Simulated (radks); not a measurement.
Values are calculated unless marked as measured or tabulated.
Problem. Ir, 77 electrons, occupied as [Xe] 4f14 5d7 6s2. Code: a radial shooting solver on a logarithmic mesh with Libxc functionals. Model: Dirac Kohn-Sham, LDA (Slater exchange, VWN5 correlation), spin-unpolarised, spherical densities, point nucleus; open shells fill j = l - 1/2 first. Some entries of the table are withheld. Estimate them.

| orbital | occ. | eigenvalue (hartree) | r(max) (bohr) |
|---|---|---|---|
| 1s1/2 | 2 | -2791.431 | 0.01082 |
| 2s1/2 | 2 | -487.9866 | (1) |
| 2p1/2 | 2 | -467.5565 | 0.04621 |
| 2p3/2 | 4 | -407.8005 | 0.05337 |
| 3s1/2 | 2 | -114.1021 | 0.1760 |
| 3p1/2 | 2 | -104.9379 | 0.1644 |
| 3p3/2 | 4 | -91.85689 | 0.1791 |
| 3d3/2 | 4 | -76.51718 | 0.1397 |
| 3d5/2 | 6 | -73.68843 | 0.1437 |
| 4s1/2 | 2 | -24.30624 | 0.3978 |
| 4p1/2 | 2 | -20.44209 | 0.3965 |
| 4p3/2 | 4 | -17.33908 | 0.4270 |
| 4d3/2 | 4 | (2) | 0.4211 |
| 4d5/2 | 6 | (3) | 0.4306 |
| 5s1/2 | 2 | -3.59391 | 0.8907 |
| 5p1/2 | 2 | -2.37597 | (4) |
| 4f5/2 | 6 | -2.34430 | 0.3920 |
| 4f7/2 | 8 | -2.22953 | 0.3967 |
| 5p3/2 | 4 | -1.87173 | (5) |
| 5d3/2 | 4 | -0.29294 | 1.280 |
| 5d5/2 | 3 | -0.24791 | 1.323 |
| 6s1/2 | 2 | (6) | 2.397 |

Solution. 
(1) 2s1/2 r(max) (bohr): 0.06253
(2) 4d3/2 eigenvalue (hartree): -10.99659
(3) 4d5/2 eigenvalue (hartree): -10.42066
(4) 5p1/2 r(max) (bohr): 0.9457
(5) 5p3/2 r(max) (bohr): 1.028
(6) 6s1/2 eigenvalue (hartree): -0.24058
